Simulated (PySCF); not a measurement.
# Basis-set dependence of excited states

Compound: C2H5F3OSi.
SMILES: `CO[SiH2]C(F)(F)F`

TDDFT with PBE0 (PySCF), vertical singlets, core orbitals frozen in the response, spherical d and f functions. The structure is a single PBE0-D3(BJ)/def2-SVP conformer in the gas phase; no vibrational or solvent corrections.

Q: How do the low singlets change with the basis? Take 6-31G*, def2-SVP, 6-31+G*, def2-SVPD, aug-cc-pVDZ and def2-TZVP.

A: 

```csv
basis,functions,diffuse,S1 (eV),S2 (eV),S3 (eV),S4 (eV),S5 (eV),LUMO (eV),α (au)
6-31G*,112,no,7.15,7.77,8.37,8.48,9.12,0.39,46.4
def2-SVP,127,no,7.25,7.88,8.39,8.63,9.10,0.35,47.4
6-31+G*,140,yes,6.88,7.54,7.74,7.86,8.24,-0.32,53.6
def2-SVPD,196,yes,7.00,7.65,7.91,8.16,8.37,-0.19,58.4
aug-cc-pVDZ,210,yes,6.82,7.50,7.51,7.68,8.11,-0.37,59.4
def2-TZVP,253,no,6.98,7.61,7.99,8.29,8.74,-0.11,54.7
```

States are compared by their number. Against the largest diffuse basis here (aug-cc-pVDZ, itself not a converged limit), sets without diffuse functions differ by up to 0.43 eV in S1 and 1.01 eV in S5; the smaller diffuse sets differ by up to 0.18 and 0.25 eV. State by state, the largest deviation of a set without diffuse functions is S1 0.43, S2 0.38, S3 0.88, S4 0.95, S5 1.01 eV. The same number needn't mean the same state in each row. Against aug-cc-pVDZ the polarisability deviates by -22% in 6-31G*, -20% in def2-SVP, -10% in 6-31+G*, -2% in def2-SVPD, -8% in def2-TZVP. A single + in a Pople set puts diffuse functions on heavy atoms only.

Without π bonds the low states may be Rydberg-like; a valence basis with one diffuse set may place them up to an eV too high.
